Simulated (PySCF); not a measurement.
Species: CH2=CFCOOEt, C5H7FO2.
Z-matrix (Å and degrees, PBE0-D3(BJ)/def2-TZVP geometry), rows numbered from 1:
```
C 
C   1  1.3211
F   2  1.3334  1  121.81
C   2  1.4904  1  122.79  3  -179.73
O   4  1.2026  2  123.06  1    -2.10
O   4  1.3273  2  111.81  1   177.85
C   6  1.4347  4  115.55  2  -179.66
C   7  1.5038  6  107.64  4   177.01
H   1  1.0802  2  118.68  3  -179.92
H   1  1.0813  2  121.07  3     0.02
H   7  1.0927  6  108.52  4   -61.40
H   7  1.0923  6  108.63  4    55.19
H   8  1.0912  7  110.96  6   -60.77
H   8  1.0912  7  110.97  6    59.86
H   8  1.0917  7  109.64  6   179.55
```

The closed-shell ground state was solved at several levels (PySCF, density fitting, gas phase, non-relativistic). Isolated species at its PBE0-D3(BJ)/def2-TZVP geometry (one conformer only).

```json
{"level": "B97-2/pcSseg-2", "basis functions": "386", "HOMO (eV)": "-7.76", "LUMO (eV)": "-1.50", "gap (eV)": "6.26", "dipole (D)": "0.90"}
{"level": "PBE0/pcSseg-2", "basis functions": "386", "HOMO (eV)": "-8.03", "LUMO (eV)": "-1.45", "gap (eV)": "6.58", "dipole (D)": "0.90"}
{"level": "KT3/pcSseg-2", "basis functions": "386", "HOMO (eV)": "-6.79", "LUMO (eV)": "-2.34", "gap (eV)": "4.45", "dipole (D)": "0.96"}
```

(1) What might wB97X-D/pcSseg-2 (386 basis functions) give for the same quantities?

(2) Over all these levels, which gives the widest orbital gap and which the narrowest?

(3) In the pcSseg-2 basis, how does the gap go with the fixed share of exact exchange?

(4) How far do the dipole and the HOMO energy spread over the levels?

## Answers

(1) HOMO -9.89 eV, LUMO 0.37 eV, gap 10.26 eV, dipole 0.90 D.

(2) wB97X-D/pcSseg-2 (range-separated hybrid) has the widest, 10.26 eV, and KT3/pcSseg-2 (GGA) the narrowest, 4.45 eV. From the narrowest to the widest the HOMO moves by -3.10 eV and the LUMO by +2.71 eV.

(3) KT3 (0 %) 4.45 eV; B97-2 (21 %) 6.26 eV; PBE0 (25 %) 6.58 eV. Each rise in the share widens the gap here.

(4) The dipole runs from 0.90 to 0.96 D (mean 0.91 D) and the HOMO from -9.89 to -6.79 eV.
